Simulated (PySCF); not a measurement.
## Ce⁺ (cerium, charge +1) across methods

[Xe] 4f2 5d1, one real determinant (an excited configuration). Computed with PySCF 2.14 in x2c-TZVPPall, with scalar relativity by spin-free X2C-1e.

| method | E (hartree) | mean ε 5p β (eV) | mean ε 5d α (eV) | mean ε 4f α (eV) | Σ⟨r²⟩ (bohr²) | ⟨S²⟩ |
| --- | --- | --- | --- | --- | --- | --- |
| LDA | -8852.07 | -24.302 | -6.681 | -5.293 | 56.01 | 3.750 |
| PBE0 | -8859.07 | -25.575 | -7.540 | -7.082 | 55.52 | 3.751 |
| UHF | -8856.04998 | -29.072 | -9.456 | -12.260 | 55.71 | 3.754 |

(1) Estimate the same row for PBE.

⟨L²⟩ = 29.89 against 56 for a pure K term, so this real determinant mixes terms. Spin-orbit coupling, absent here, splits the open shell strongly.

Answers

(1) E (hartree) = -8859.05; mean ε 5p β (eV) = -24.109; mean ε 5d α (eV) = -6.758; mean ε 4f α (eV) = -5.330; Σ⟨r²⟩ (bohr²) = 56.22; ⟨S²⟩ = 3.751.
